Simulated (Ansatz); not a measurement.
CHGeNO, SMILES `N#[C][Ge][OH]` (excited triplet) (charge 0, multiplicity 3). This triplet is an excited state, 2.33 eV above the relaxed singlet at the level frozen-core CCSD(T)/cc-pVTZ // B3LYP-D3(BJ)/def2-TZVP (Ansatz, a program for electronic structure).

Cartesian coordinates (Å):
```xyz
5

N      2.5410     0.0153    -0.4553
C      1.4259     0.2852    -0.2875
Ge    -0.3668     0.8525     0.0043
O     -1.6205    -0.3995    -0.2913
H     -1.9795    -0.7535     0.5333
```
Charge 0, spin multiplicity 3.

Give the natural occupations of the active orbitals, the CASSCF energy and the corrected energy for Ansatz with frozen-core fic-MRCISD+Q@CASSCF(6e,6o)/cc-pVTZ // B3LYP-D3(BJ)/def2-TZVP.


```yaml
natural_occupations: 1.94, 1.93, 1.00, 1.00, 0.07, 0.06
CASSCF energy: -2243.2553 Ha
corrected_energy: -2243.9118 Ha
weight_of_the_reference: 0.877
```
